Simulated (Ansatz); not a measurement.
Spectroscopic constants of MgO, closed-shell singlet (the spin of the measured ground state).

Seven points along R, fitted to fifth degree in 1/R; most abundant isotopes. Runs in def2 and cc sets follow the lowest solution found near the PBE0 minimum. The singlet is held restricted.

Correlated levels freeze the inner cores; with def2 sets outer-core shells near the valence are correlated too.

Run with Ansatz (Gaussian orbitals). 

Doubts at one or more of the structures used: a restricted determinant that unrestricted orbitals would lower (B2PLYP/def2-TZVPP, CCSD(T)/def2-TZVPP, CCSD(T)/def2-QZVPP); other coupled-cluster roots lie near (CCSD(T)/def2-TZVPP, CCSD(T)/def2-QZVPP).

Quantity: r_e, from seven points a level.

Costs are ratios of core time to PBE/def2-TZVPP (roughly 6 s), for whole runs (searches for the state included, and forces where a run took them) on one shared machine, so rough; each error counts from the measured 1.7484 Å [microwave values compiled in ACS Omega 2, 8373 (2017)].

```
level                 basis functions  cost  error (Å)
--------------------  ---------------  ----  ---------
PBE/def2-TZVPP                     63    ×1      0.002
PBE0/def2-TZVPP                    63    ×1     -0.016
B3LYP/def2-TZVPP                   63    ×1     -0.009
BHLYP/def2-TZVPP                   63    ×1     -0.025
CAM-B3LYP/def2-TZVPP               63    ×1     -0.025
B2PLYP/def2-TZVPP                  63    ×1     -0.003
r2SCAN/def2-TZVPP                  63    ×2     -0.012
B97M-V/def2-TZVPP                  63    ×3     -0.019
wB97X-V/def2-TZVPP                 63    ×3     -0.021
wB97M-V/def2-TZVPP                 63    ×3     -0.018
CCSD(T)/def2-TZVPP                 63    ×4      0.002
CCSD(T)/def2-QZVPP                120   ×20     -0.008
```

With a budget of 10 times the cost of PBE/def2-TZVPP, the closest level: CCSD(T)/def2-TZVPP, at 0.002 Å; next is PBE/def2-TZVPP at 0.002 Å.

What the step from CCSD(T)/def2-TZVPP to CCSD(T)/def2-QZVPP costs and buys: 63 to 120 functions, cost ×6 (rough); the error goes from 0.002 to -0.008 Å.

Ansatz is a first-principles code.
